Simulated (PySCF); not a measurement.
A geometry optimisation on `CN(C)[SiH2]Cc1ncsn1`.

Method: PBE0-D3(BJ)/def2-SVP geometry optimisation, gas phase (PySCF 2.14.0). Start geometry: GFN2-xTB. The input is one job of a driver script: a line of settings, then coordinates in Å.

Input:
```
{"job": {"xc": "PBE0", "basis": "def2-SVP", "d3": "d3bj", "grid": 1, "kind": "geom"}, "charge": 0, "multiplicity": 1}
C     -2.543476    -0.753914     0.023775
N     -1.756061     0.456064    -0.020416
C     -2.578718     1.636065     0.065920
Si    -0.114650     0.550728     0.476159
C      0.749325    -1.055898    -0.089777
C      2.188695    -0.856784     0.102803
N      2.907749    -0.114957    -0.779796
C      4.127134    -0.028862    -0.379628
S      4.388988    -0.869413     1.108314
N      2.821421    -1.325220     1.147705
H     -1.898786    -1.623289    -0.060902
H     -3.252024    -0.760441    -0.809503
H     -3.115412    -0.830367     0.955857
H     -3.342636     1.614205    -0.714912
H     -1.963073     2.520205    -0.067568
H     -3.082701     1.709630     1.036418
H      0.132270     0.689691     1.925575
H      0.442312     1.707810    -0.226931
H      0.428622    -1.910140     0.500018
H      0.549245    -1.236385    -1.142889
H      4.902856     0.498215    -0.895989
```

Output:
```
step   0  E = -1047.94997717  max force = 0.016189
step   1  E = -1047.95464404  max force = 0.004392
step   2  E = -1047.95491440  max force = 0.001817
step   3  E = -1047.95497819  max force = 0.002831
step   4  E = -1047.95505190  max force = 0.000975
step   5  E = -1047.95511145  max force = 0.001179
step   6  E = -1047.95521210  max force = 0.002338
step   7  E = -1047.95534566  max force = 0.001295
step   8  E = -1047.95533429  max force = 0.002606
step   9  E = -1047.95547724  max force = 0.001015
... (12 lines left out)
step  22  E = -1047.95617214  max force = 0.000669
step  23  E = -1047.95619927  max force = 0.000368
step  24  E = -1047.95620789  max force = 0.000586
step  25  E = -1047.95623082  max force = 0.000862
step  26  E = -1047.95624319  max force = 0.001178
step  27  E = -1047.95629700  max force = 0.001634
step  28  E = -1047.95634269  max force = 0.001316
step  29  E = -1047.95643093  max force = 0.000705
step  30  E = -1047.95647585  max force = 0.000470
step  31  E = -1047.95648114  max force = 0.000256
optimisation converged
```

Energies in Eh; «max force» is the largest Cartesian gradient component in Eh/bohr.

Q: Give the first gradient maximum in eV/Å.

A: With 1 Eh/bohr = 51.422 eV/Å, 0.832 eV/Å.

Summary of the converged run: final energy -1047.95648 Eh after 31 steps; dipole 0.69 D.

Q: Where do the atoms end?

A: 0.905 Å rms from the input after alignment:
```
atom  x, y, z in Å
C1    -2.7563   -0.3033    1.0542
N2    -1.8897    0.7724    0.6469
C3    -2.4587    1.6596   -0.3340
Si4   -0.1886    0.7326    0.9783
C5     0.7941   -0.4010   -0.1977
C6     2.2117   -0.5349    0.2190
N7     3.0692    0.5292    0.0784
C8     4.2344    0.1992    0.5478
S9     4.2609   -1.4052    1.1605
N10    2.6665   -1.6377    0.7726
H11   -2.2872   -0.9002    1.8517
H12   -3.0085   -0.9942    0.2236
H13   -3.7116    0.0871    1.4535
H14   -2.6921    1.1519   -1.2925
H15   -1.7689    2.4880   -0.5558
H16   -3.4022    2.1051    0.0347
H17    0.0099    0.2042    2.3625
H18    0.3345    2.1235    0.8449
H19    0.3204   -1.3930   -0.2132
H20    0.7410    0.0344   -1.2084
H21    5.1039    0.8616    0.5562
```

Cost: about 15 min of CPU time on one thread; the machine was shared, so the figure is rough.
Labels such as C1 count atoms from 1, the log's own numbers from 0.
